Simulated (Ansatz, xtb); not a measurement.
**Ranking isomers of F2H3SbSi**

3 gas-phase structures of F2H3SbSi, from a drawn sample of its isomers (lower ones may exist). Each was relaxed with GFN2-xTB:

A. `F[SiH2][SbH][F]`, a singlet
B. `F[SiH](F)[SbH2]`, a singlet
C. `[F][Sb]([F])[SiH3]`, a singlet

**Question.** Make a reasoned guess at their ranking by r2SCAN-D4/def2-SVP single-point energy.

**Answer.** Calculated order at r2SCAN-D4/def2-SVP: B (0.0), A (33.0), C (45.9) kcal/mol.

Energies above the lowest of each column, in kcal/mol; the last columns are at PBE0-D4/def2-SVP geometries:

```csv
structure,GFN2-xTB,HF/STO-3G,r2SCAN-D4/def2-SVP,PBE0-D4/def2-SVP,CCSD(T)/def2-SVP + ΔMP2/def2-TZVPP
B,0.0,0.0,0.0,0.0,0.0
A,0.8,23.2,33.0,32.7,34.5
C,5.0,36.8,45.9,47.7,51.5
```

Every level run on B puts it lowest or level with the lowest. Flexible structures stand in one conformer each, not always the lowest. The ΔMP2 step shifts differences by up to 3.2 kcal/mol, which makes them less sure. Atoms past krypton carry core potentials in the def2 sets, without spin–orbit terms. ΔMP2 is the change of the MP2 energy from the smaller to the larger basis.

Programs: Ansatz 0.2.0, xtb 6.7.1.
